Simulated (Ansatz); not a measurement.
Z-matrix (Å, degrees):
```
Li
Br 1 2.172
```

Total charge 0; spin multiplicity 1.

Q: List the B3LYP/def2-TZVPP orbital energies in eV (Ansatz). (Estimate.)

A: Ansatz gave: Occupied: -13136.89, -1698.55, -1530.22, -1530.22, -1530.22, -234.34, -175.09, -175.07, -175.07, -69.40, -69.39, -69.39, -69.36, -69.36, -55.68, -18.63, -7.24, -6.55, -6.55. Lowest empty: -1.69, 0.29, 0.29, 1.53, 2.84, 6.67, 6.96, 6.96.

B3LYP here is the variant with VWN-RPA as its local correlation; programs differ in this.
